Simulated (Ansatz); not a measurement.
H$_{8}$N$_{2}$OSi$_{2}$ (`N[Si](N)(O)[SiH3]`), relaxed with RKS PBE0-D4/def2-TZVP in Ansatz 0.2.0 from a GFN2-xTB geometry. The force threshold is 0.005 eV/Å; the program also tests the step.

Charge 0, multiplicity 1.

Start:

```xyz
13

N    -1.400   -0.579    1.102
Si   -0.339    0.000   -0.148
N    -0.120   -1.440   -1.081
O    -1.128    1.247   -0.863
Si    1.703    0.925    0.339
H    -1.115   -1.413    1.587
H    -1.717    0.099    1.777
H     0.416   -1.399   -1.930
H    -0.883   -2.090   -1.180
H    -2.067    1.198   -1.032
H     2.106    2.006   -0.567
H     1.747    1.502    1.693
H     2.795   -0.057    0.304
```

```
        step  energy (eV)  largest force (eV/Å)  largest move (Å)
           1  -20906.3419                 1.204             0.000
           2  -20906.4115                 0.444             0.077
           3  -20906.4243                 0.228             0.046
           4  -20906.4298                 0.330             0.200
           5  -20906.4422                 0.182             0.200
           6  -20906.4476                 0.126             0.060
           7  -20906.4538                 0.022             0.086
8 (rejected)  -20906.4518                 0.295             0.195
           9  -20906.4570                 0.072             0.098
          10  -20906.4593                 0.170             0.098
          11  -20906.4595                 0.130             0.072
          12  -20906.4629                 0.020             0.056
          13  -20906.4635                 0.016             0.049
          14  -20906.4638                 0.024             0.060
          15  -20906.4639                 0.019             0.024
          16  -20906.4640                 0.014             0.006
          17  -20906.4641                 0.009             0.006
          18  -20906.4641                 0.010             0.004
          19  -20906.4641                 0.003             0.002
```

End:

```xyz
13

N    -1.281   -0.709    1.147
Si   -0.392    0.015   -0.134
N    -0.165   -1.263   -1.245
O    -1.256    1.338   -0.613
Si    1.718    0.915    0.347
H    -0.972   -1.589    1.527
H    -1.671   -0.122    1.867
H     0.486   -1.189   -2.009
H    -0.903   -1.921   -1.440
H    -2.179    1.189   -0.833
H     2.463    1.279   -0.893
H     1.607    2.136    1.192
H     2.545   -0.079    1.088
```

Hardware: 2 threads of an AMD EPYC 7R13 on a shared host and a share of an NVIDIA H100 80 GB. Wall time 22 s, peak host memory 0.88 GiB.
